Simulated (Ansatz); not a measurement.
C₆H₁₇InSe (`C[CH2][In-]([SeH2+])([CH2]C)[CH2]C`) at its PBE0-D4/def2-TZVP geometry, where that method's forces vanish. Charge 0, multiplicity 1. In: def2 effective core potential.

```xyz
25

C    -1.0765   -2.4522    0.9087
C     0.1243   -1.5559    1.1775
In    0.2664    0.1806   -0.1494
Se    1.1461   -1.5070   -2.5201
C     2.0114    1.4883   -0.0173
C     2.7341    1.4213    1.3230
C    -1.5727    0.8163   -1.1524
C    -2.4880    1.6379   -0.2499
H    -1.0707   -2.8559   -0.1099
H    -1.1206   -3.3132    1.5862
H    -2.0193   -1.9086    1.0176
H     0.0898   -1.1754    2.2040
H     1.0576   -2.1243    1.1086
H     0.2066   -2.5692   -2.1395
H     0.1524   -0.9028   -3.4163
H     2.6928    1.2118   -0.8288
H     1.6897    2.5118   -0.2318
H     3.0703    0.4062    1.5529
H     3.6188    2.0682    1.3516
H     2.0877    1.7322    2.1491
H    -2.0966   -0.0789   -1.5032
H    -1.3048    1.3929   -2.0435
H    -2.7907    1.0774    0.6401
H    -3.4089    1.9465   -0.7583
H    -1.9992    2.5520    0.1013
```

**Question.** What forces (eV/Å) does B3LYP-D4/def2-TZVPP give on these atoms in Ansatz? (Estimate.)

**Answer.** Computed: 
```
C1  -0.181 -0.131 -0.036
C2   0.169 -0.062  0.216
In3 -0.002  0.027  0.014
Se4  0.073 -0.037 -0.048
C5   0.109  0.173 -0.197
C6   0.112 -0.005  0.195
C7  -0.087 -0.052 -0.251
C8  -0.143  0.121  0.127
H9   0.001  0.012  0.043
H10 -0.007  0.033 -0.033
H11  0.041 -0.031 -0.004
H12  0.004 -0.027 -0.058
H13 -0.050  0.035  0.004
H14 -0.024 -0.041  0.010
H15 -0.025  0.018 -0.040
H16 -0.043  0.021  0.042
H17  0.020 -0.055  0.012
H18 -0.009  0.048 -0.007
H19 -0.031 -0.029  0.009
H20  0.033 -0.016 -0.032
H21  0.036  0.055  0.013
H22 -0.015 -0.040  0.046
H23  0.010  0.030 -0.040
H24  0.032 -0.007  0.029
H25 -0.027 -0.039 -0.014
```

B3LYP here is the variant with VWN-RPA as its local correlation; programs differ in this.
